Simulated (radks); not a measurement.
Values are calculated unless marked as measured or tabulated.
Spherical quantum dot in the effective-mass picture: electrons in a parabolic well V = omega^2 r^2 / 2 with omega = 0.0518, all in effective atomic units (hartree* = m*/eps^2 hartree, bohr* = eps/m* bohr), one dielectric constant everywhere. Level of theory: non-relativistic Kohn-Sham, LDA (Slater exchange, Perdew-Wang correlation), spin-polarised, spherical densities (a radial shooting solver with Libxc functionals). Levels are named by radial order and angular momentum (1s, 1p, 1d, 2s, ...), and open shells are averaged over m.

N = 15, configuration 1s2 1p6 1d(up 5, down 2). This is the lowest configuration that the search found (a dilute case). Occupied and some empty levels:

level    occupation  eigenvalue (hartree*)  <r> (bohr*)
1s up             1                 1.1784        11.39
1s down           1                 1.1822        10.95
1p up             3                 1.1883        12.91
1p down           3                 1.1930        12.82
1d up             5                 1.2020        13.88
1d down           2                 1.2068        13.89
2s up             0                 1.2127        9.993
2s down           0                 1.2143        10.21
1f up             0                 1.2190        14.63
1f down           0                 1.2238        14.69
2p up             0                 1.2358        11.59
2p down           0                 1.2381        11.55

Energy (hartree*): total 10.5482, kinetic 0.37260, external 3.6833, Hartree 7.7592, exchange-correlation -1.2669.

Electron density:

r (bohr*)  n(r) (e/bohr*^3)
0.541             0.0002746
2.58              0.0003113
4.62              0.0003999
6.66              0.0005409
8.70              0.0007148
10.7              0.0008589
12.8              0.0008565
14.8              0.0006265
16.9              0.0002955
18.9             0.00008221
20.9             0.00001313
23.0              1.215e-06
25.0              6.713e-08
27.1              2.232e-09
